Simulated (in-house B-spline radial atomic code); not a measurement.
**Hg³⁺: [Kr] (4d3/2)3 (4d5/2)6 4f14 5s2 5p6 5d10 (with a hole in an inner shell)**

Computed with a B-spline radial code for spherical atoms: Dirac-Hartree-Fock, average of the jj configuration, Fermi nucleus of rms radius 5.4648 fm.

Effective charges: Z_r = [3n² - l(l+1)]/(2<r>) from the radius, Z_e = n√(-2ε) from the energy, and Slater's rules. Values are occupation-weighted means over j. An effective charge above Z reflects the relativistic contraction of the inner shells.

| shell | electrons | ε (eV) | <r> (bohr) | Z_r | Z_e | Slater |
| --- | --- | --- | --- | --- | --- | --- |
| 1s | 2 | -83712 | 0.01659 | 90.41 | 78.44 | 79.70 |
| 2s | 2 | -15030 | 0.06921 | 86.69 | 66.47 | 75.85 |
| 2p | 6 | -13093 | 0.06275 | 79.68 | 62.04 | 75.85 |
| 3s | 2 | -3675.7 | 0.1797 | 75.11 | 49.31 | 68.75 |
| 3p | 6 | -3098.7 | 0.1808 | 69.13 | 45.27 | 68.75 |
| 3d | 10 | -2431.6 | 0.1651 | 63.59 | 40.11 | 58.85 |
| 4s | 2 | -882.29 | 0.398 | 60.30 | 32.21 | 52.25 |
| 4p | 6 | -686.61 | 0.4216 | 54.55 | 28.42 | 52.25 |
| 4d | 9 | -437.63 | 0.4467 | 47.01 | 22.69 | 41.20 |
| 5s | 2 | -178.41 | 0.9031 | 41.53 | 18.11 | 23.20 |
| 4f | 14 | -166.33 | 0.4721 | 38.13 | 13.99 | 30.45 |
| 5p | 6 | -122 | 1.022 | 35.70 | 14.97 | 23.20 |
| 5d | 10 | -51.491 | 1.338 | 25.78 | 9.73 | 9.85 |

The least bound orbital is 5d5/2 at -50.65 eV, and it is also the most diffuse (<r> = 1.355 bohr). The part-filled 4d shell lies below the filled 5d shell in orbital energy.

For the 1s electron the small component carries 9.25 % of the norm, the zero-frequency Breit interaction raises the level by 316 eV, self-energy by 203 eV, and vacuum polarisation lowers it by 42.02 eV.
